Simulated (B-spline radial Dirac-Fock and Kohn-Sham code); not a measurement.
**Satellites and hypersatellites of the K lines of Pm³⁺**

System: the Pm³⁺ ion, configuration 1s2 2s2 2p6 3s2 3p6 3d10 4s2 4p6 4d10 4f4 5s2 5p6, inside a Watson sphere of charge -3 and radius 1.6 Å (a model of the Madelung potential; inside it an electron's potential energy is raised by 27.0 eV).

The run's input, task.json:

```json
{"items": [{
  "Z": 61,
  "q": 3,
  "cfg": [[1, 0, 2], [2, 0, 2], [2, 1, 6], [3, 0, 2], [3, 1, 6], [3, 2, 10], [4, 0, 2], [4, 1, 6], [4, 2, 10], [4, 3, 4], [5, 0, 2], [5, 1, 6]],
  "A": 145,
  "rrms": 4.962,
  "watson": [-3, 1.6],
  "do": ["binding", "quiet", "double"]
}]}
```

Command: `python xray_run.py task.json out`

Level of theory: Dirac-Fock (average of configuration) total-energy differences with a finite nucleus, the Breit interaction including its frequency dependence, and self-energy and vacuum-polarisation corrections; a radial atomic solver. Each two-hole energy is an average over J within one jj subconfiguration, not an observable level; in light atoms, where LS coupling holds, the j-resolved values are not observed lines, and for a K spectator the Kα1 hypersatellite is nearly forbidden. Electron correlation is not included.

Lines without a spectator: Kα2 (K-L2) 38168.6 eV, Kα1 (K-L3) 38722.1 eV, Kβ3 (K-M2) 43707.2 eV, Kβ1 (K-M3) 43820.5 eV. Shifts in eV with one spectator hole (a dash: not computed, or left out as unreliable):

| spectator hole | Kα2 | Kα1 | Kβ3 | Kβ1 |
| --- | --- | --- | --- | --- |
| K (1s) | +745.4 | +782.1 | +958.1 | +966.4 |
| L2 (2p1/2) | +88.0 | +114.1 | – | +231.1 |
| L3 (2p3/2) | +77.3 | +80.4 | +191.6 | – |
| M2 (3p1/2) | – | +15.63 | +33.2 | +39.6 |
| M3 (3p3/2) | +10.12 | – | +31.4 | +31.1 |
| M4 (3d3/2) | +2.80 | -0.46 | – | – |
| M5 (3d5/2) | -1.45 | +1.37 | – | – |
